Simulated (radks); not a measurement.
Results of a calculation; reference values are marked as such.
Excited configurations of Zr XXXIV: one electron is placed in a higher orbital outside [He] 2s2 2p2. The ground configuration is [He] 2s2 2p3. Code: a radial shooting solver on a logarithmic mesh with Libxc functionals. Model: scalar-relativistic Kohn-Sham, PBE, spin-polarised, spherical densities, point nucleus; open shells are filled with parallel spins first (spin-orbit coupling, left out, can overturn this in heavy ions). Excitation = E - E(ground); binding = E(ion) - E, where the ion is the core of charge +34; n* = 34/sqrt(2 binding) in atomic units. These energies are relativistic, and a one-electron ion of charge +34 with no core already has n* below n in this formula (scalar-relativistic equation, point nucleus: 3d 2.995, 4s 3.975, 6p 5.983, 6d 5.992, 6f 5.995, 7s 6.972, 7f 6.994). The quantum defect is therefore taken as that value minus n*, so that it holds no relativistic shift of the bare ion.

\begin{tabular}{lrrrrr}
outer orbital & excitation (eV) & binding (eV) & quantum defect & eigenvalue (eV) & <r> (bohr) \\ \hline
3d & 2553.9 & 1794.6 & 0.035 & -1758.5 & 0.2981 \\
4s & 3289.6 & 1058.9 & 0.121 & -1045.1 & 0.6573 \\
6p & 3895.3 & 453.23 & 0.092 & -447.81 & 1.506 \\
6d & 3902.3 & 446.27 & 0.055 & -440.45 & 1.471 \\
6f & 3906.5 & 441.99 & 0.030 & -435.85 & 1.397 \\
7s & 4012.1 & 336.47 & 0.135 & -332.65 & 2.068 \\
7f & 4023.6 & 324.92 & 0.037 & -320.74 & 1.965 \\
\end{tabular}

The Delta-SCF ionisation energy is 4348.5 eV (NIST Atomic Spectra Database: 4300 eV, semi-empirical). Self-interaction in the functional shifts the binding energies and quantum defects, so they are the method's values and not measured ones. Open shells are spherical and high-spin; term and fine-structure splittings are not resolved.
